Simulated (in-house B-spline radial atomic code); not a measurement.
The numbers below are computed, except where a source is named.
Quantum size effects in thin Cd films (jellium)

The positive ions are smeared into a uniform slab; the electrons are solved self-consistently in the LDA (PW92) on a fine grid across the film. Stabilised jellium adds, inside the slab, the constant potential −n de/dn that makes the bulk stable at the metal's density. No lattice, so no dependence on crystal face. Atomic units unless named. The table is for plain jellium.

Cd: 2 valence electrons per atom, density 8.69 g/cm³, mass 112.41 u, so r_s = 2.59 bohr.

```csv
thickness (nm),in Fermi wavelengths,filled subbands,work function (eV),surface energy (J/m²)
0.224,0.500,2,3.010,0.118
0.280,0.625,2,3.690,0.183
0.337,0.750,2,3.819,0.164
0.393,0.875,2,3.590,0.116
0.449,1.000,3,3.165,0.131
0.505,1.125,3,3.633,0.169
0.561,1.250,3,3.721,0.153
0.617,1.375,3,3.578,0.124
0.673,1.500,3,3.291,0.135
0.729,1.625,4,3.604,0.161
0.785,1.750,4,3.671,0.149
0.841,1.875,4,3.574,0.130
0.897,2.000,4,3.374,0.138
```

**Question.** At what steps in thickness do new subbands fill, and why?

**Answer.** λ_F = 2π/k_F = 8.479 bohr = 0.449 nm. New subbands appear by 1, 1.625 λ_F, each within the grid step of 1/8 λ_F; the true step is half a wavelength (0.224 nm), since a level crosses E_F each time one more half wave at k_F fits across the film.

**Question.** How large is the oscillation of the work function here?

**Answer.** It runs from 3.010 to 3.819 eV over the table, 0.81 eV within the first four rows and 0.30 eV within the last four, about a thick-film value of 3.56 eV. The grid can skip the cusp where a subband opens, so the true swing can be larger; measurement on the bulk metal gives 4.08 eV.

**Question.** The film of 11.66 bohr has subband bottoms at -10.354, -8.433, -5.645 eV, measured from the vacuum level. Show that these levels and neutrality give the work function in the table.

**Answer.** Each subband holds (E_F − ε_j)/π electrons per bohr², spin included. Neutrality needs n L = 0.013741 × 11.66 = 0.16022, and π n L × 27.2114 = 13.697 eV. So E_F = (π n L + Σ ε_j)/3 = (13.697 + (-24.432))/3 = -3.578 eV, and the work function is 3.578 eV.
